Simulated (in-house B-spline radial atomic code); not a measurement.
Configurations of F II (F+), with energies counted from [He] 2s2 (2p1/2)2 (2p3/2)2. All numbers are computed (Dirac-Hartree-Fock, average of each configuration as written; Fermi nucleus of rms radius 2.8976 fm) with a B-spline radial code for spherical atoms, not measured. Energies include first-order Breit, QED and recoil terms.

Occupations are held fixed; configurations that lie above the ionisation limit could autoionise.

| configuration | E - E(ref) (eV) | highest orbital | its <r> (bohr) |
| --- | --- | --- | --- |
| [He] 2s2 (2p3/2)3 (4f7/2)1 | 33.616 | 4f7/2 | 8.995 |
| [He] 2s2 (2p3/2)3 5s1 | 33.797 | 5s1/2 | 12.71 |
| [He] 2s2 (2p1/2)1 (2p3/2)2 (5g9/2)1 | 33.907 | 5g9/2 | 13.75 |
| [He] 2s2 (2p1/2)2 (2p3/2)1 (5d3/2)1 | 34.655 | 5d3/2 | 16.81 |
| [He] 2s1 (2p1/2)2 (2p3/2)2 (4d3/2)1 | 54.469 | 4d3/2 | 10.15 |
| [He] 2s1 (2p3/2)4 (4f7/2)1 | 55.54 | 4f7/2 | 8.994 |
| [He] 2s1 (2p1/2)2 (2p3/2)2 (5g7/2)1 | 55.777 | 5g7/2 | 13.75 |

Problem. Order these further configurations by energy, lowest first.
A. [He] 2s2 (2p3/2)3 (4p1/2)1
B. [He] 2s2 (2p1/2)1 (2p3/2)3
C. [He] 2s2 (2p3/2)3 3s1
D. [He] 2s1 (2p1/2)2 (2p3/2)2 (6f5/2)1
E. [He] 2s1 (2p3/2)4 (6d3/2)1

Solution. B (-0.33173 eV), C (24.533 eV), A (32.488 eV), D (56.442 eV), E (57.412 eV).

Problem. How far above the reference does [He] 2s2 (2p3/2)3 (3d5/2)1 lie?

Solution. 30.832 eV; its least bound orbital is 3d5/2 with <r> = 5.031 bohr.

Problem. How far above the reference does [He] 2s2 (2p3/2)4 lie?

Solution. 0.89836 eV; its least bound orbital is 2p3/2 with <r> = 0.9763 bohr.

Problem. Is the reference the lowest configuration at this level of theory?

Solution. No: [He] 2s2 (2p1/2)1 (2p3/2)3 lies 0.3317 eV lower. Averages of configurations without correlation can order differently from the measured ground levels.
